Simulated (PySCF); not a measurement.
PySCF input for BH3N, SMILES [BH]N, multiplicity 2, PBE-D3(BJ)/def2-TZVP. Geometry optimised at PBE-D3(BJ)/def2-TZVP. The isomer is the one that the SMILES or the coordinates give; other isomers of the formula were not compared.

```python
import numpy as np
from pyscf import gto, scf, dft, df
from pyscf.hessian import thermo

mol = gto.M(
    atom='''
    B     0.21777315    0.83180765    0.00000000
    N    -0.02960907   -0.52645667    0.00000000
    H    -0.62276530    1.69019435    0.00000000
    H    -0.96473859   -0.93697539    0.00000000
    H     0.70590163   -1.22706052    0.00000000
    ''',
    basis='def2-TZVP',
    charge=0,
    spin=1,
    max_memory=1600,
    verbose=3,
)
mf = dft.UKS(mol, xc='pbe').density_fit(auxbasis='def2-universal-jkfit')
mf.disp = 'd3bj'
mf.grids.level = 3
mf.conv_tol = 1e-11
mf.max_cycle = 100
mf.kernel()
fine, coarse = mf.grids, dft.Grids(mol).set(level=1).build(with_non0tab=True)
for _ in range(3):  # follow internal instabilities
    mf.grids = coarse
    mo, _, stable, _ = mf.stability(return_status=True, nroots=4)
    mf.grids = fine
    if stable:
        break
    mf.kernel(mf.make_rdm1(mo, mf.mo_occ))

# [left out here: the lines that compute and print the analytic Hessian (its translational invariance restored by hand, since the grid's response is missing), thermochemistry and intensities]
```

Program output:

```

WARN: HOMO -0.166583554301695 >= LUMO -0.166583554301695

converged SCF energy = -81.2818854308872  <S^2> = 0.75334493  2S+1 = 2.0033421
<class 'pyscf.df.df_jk.DFUKS'> wavefunction is stable in the internal stability analysis

WARN: DFTD3 does not support analytical Hessian, using finite difference


WARN: Mole.unit (angstrom) is changed to Bohr

Mode                                 0                   1                   2
Irrep
Freq [cm^-1]                      594.8364            720.8530            814.7488
Reduced mass [au]                   1.2974              1.0494              1.1146
Force const [Dyne/A]                0.2705              0.3213              0.4359
Char temp [K]                     855.8372           1037.1470           1172.2421
Normal mode                   x     y     z       x     y     z       x     y     z
       0   B                -0.00  0.00 -0.05    0.04  0.01 -0.00    0.00  0.00  0.10
       1   N                 0.00 -0.00  0.12    0.04  0.02 -0.00   -0.00  0.00 -0.01
       2   H                 0.00  0.00  0.00   -0.52 -0.51  0.00   -0.00 -0.00 -0.73
       3   H                -0.00  0.00 -0.62   -0.15  0.47  0.00    0.00 -0.00  0.36
       4   H                -0.00 -0.00 -0.61   -0.29 -0.32  0.00   -0.00  0.00 -0.48
Mode                                 3                   4                   5
Irrep
Freq [cm^-1]                     1029.8904           1311.1121           1568.8037
Reduced mass [au]                   1.4373              4.0841              1.2139
Force const [Dyne/A]                0.8982              4.1364              1.7602
Char temp [K]                    1481.7829           1886.3985           2257.1593
Normal mode                   x     y     z       x     y     z       x     y     z
       0   B                -0.12  0.01  0.00   -0.06 -0.22  0.00    0.01  0.04  0.00
       1   N                 0.10 -0.04 -0.00    0.03  0.14  0.00   -0.02 -0.11 -0.00
       2   H                 0.32  0.44 -0.00    0.13 -0.10 -0.00   -0.03  0.04 -0.00
       3   H                -0.10  0.39  0.00   -0.03  0.28 -0.00   -0.28  0.56  0.00
       4   H                -0.24 -0.39  0.00    0.11  0.24 -0.00    0.47  0.44 -0.00
Mode                                 6                   7                   8
Irrep
Freq [cm^-1]                     2572.0605           3407.3783           3533.1111
Reduced mass [au]                   1.1043              1.0561              1.0869
Force const [Dyne/A]                4.3044              7.2242              7.9940
Char temp [K]                    3700.6224           4902.4587           5083.3602
Normal mode                   x     y     z       x     y     z       x     y     z
       0   B                -0.06  0.07  0.00    0.00 -0.00 -0.00   -0.00 -0.00  0.00
       1   N                -0.00 -0.01 -0.00    0.04  0.04  0.00   -0.06  0.04  0.00
       2   H                 0.65 -0.69 -0.00   -0.01 -0.00 -0.00    0.01 -0.00 -0.00
       3   H                -0.01  0.00  0.00   -0.85 -0.35 -0.00    0.25  0.13 -0.00
       4   H                 0.00  0.00 -0.00    0.24 -0.19 -0.00    0.66 -0.63 -0.00
temperature 298.1500 [K]
pressure 101325.00 [Pa]
Rotational constants [GHz] 226.54260 30.29296 26.72000
Symmetry number 1
Zero-point energy (ZPE) 0.03543 [Eh]   93026.369 [J/mol]
                           tot       elec      trans        rot        vib
Entropy [J/mol/K]       236.188      5.763    150.233     75.780      4.412
Cv [J/mol/K]             37.528      0.000     12.472     12.472     12.584
Cp [J/mol/K]             45.842      0.000     20.786     12.472     12.584
Internal energy [J/mol]                      3718.434   3718.434  94047.346
Internal energy [Eh]   -81.24323  -81.28189
Enthalpy [J/mol]                             6197.391   3718.434  94047.346
Enthalpy [Eh]          -81.24229
Gibbs free energy [J/mol]                  -38594.584 -18875.261  92731.974
Gibbs free energy [Eh] -81.26911
mode   freq/cm-1   IR/(km/mol)
   1      594.84       166.466
   2      720.85         1.394
   3      814.75         0.012
   4     1029.89        32.219
   5     1311.11        25.793
   6     1568.80        43.472
   7     2572.06        86.373
   8     3407.38         0.600
   9     3533.11        40.638
max |gradient| / (hartree/bohr): 2.2876509618754615e-05
APT charges: [ 0.2271 -0.4681 -0.1076  0.1649  0.1836]
```

The calculation finished and met its thresholds.
